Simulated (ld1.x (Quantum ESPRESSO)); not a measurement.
Which change was made? (Ne, TM)

ld1.x (Quantum ESPRESSO) 7.5 input, shortened:

```
&input
   title='Ne', zed=10., rel=0, dft='PZ', iswitch=3,
   config='[He] 2s2 2p4 3d-2'
 /
 &inputp
   pseudotype=2, tm=.true., lloc=-1, rcloc=0.60,
   nlcc=.true., new_core_ps=.true.
 /
3
2S  1  0   2.00   0.00  0.75  0.75  0.0
2P  2  1   4.00   0.00  1.20  1.20  0.0
3D  3  2  -2.00   0.10  1.25  1.25  0.0
 &test
   configts(1)='2s2 2p4'
 /
```

Cutoffs, loose and tight: the cutoffs (Ry, on a coarse ladder) from which the occupation-weighted sum of valence levels, in a spherical-Bessel basis at the reference potential, stays within 10 and 1 mRy of its value at 400 Ry. They do not see the model core or the augmentation charge, which bear on the density cutoff. Test errors are all-electron minus pseudo excitation energies from the reference, over the configurations 2s2 2p6; 2s2 2p5; 2s2 2p3; 2s1 2p6; 2s2 2p5.5; 2s2 2p2 (two spin-polarised tests are not counted in the largest error); variants that change the core or the reference have their own tests.

The base gives: outcome: generated; cutoff, loose: 180 Ry; cutoff, tight: 260 Ry; bound ghosts: none; largest test error (meV): +771.

Question: After one change the result is: outcome: generated; cutoff, loose: 90 Ry; cutoff, tight: 180 Ry; bound ghosts: none; largest test error (meV): +1993. Which change was it?
A. reference 2s2 2p6
B. all radii but the core radius scaled by about 1.26 (s 0.94, p 1.52, d 1.58 bohr); local potential all-electron potential smoothed inside 0.76 bohr (lloc = -1)
C. wave 2p (bound): rc 1.20 bohr becomes 2p (bound): rc 1.74 bohr

Answer: B. The others give: reference 2s2 2p6 → outcome: generated; cutoff, loose: 160 Ry; cutoff, tight: 260 Ry; bound ghosts: none; largest test error (meV): +1578 | wave 2p (bound): rc 1.20 bohr becomes 2p (bound): rc 1.74 bohr → outcome: generated; cutoff, loose: 160 Ry; cutoff, tight: 260 Ry; bound ghosts: none; largest test error (meV): +2929.
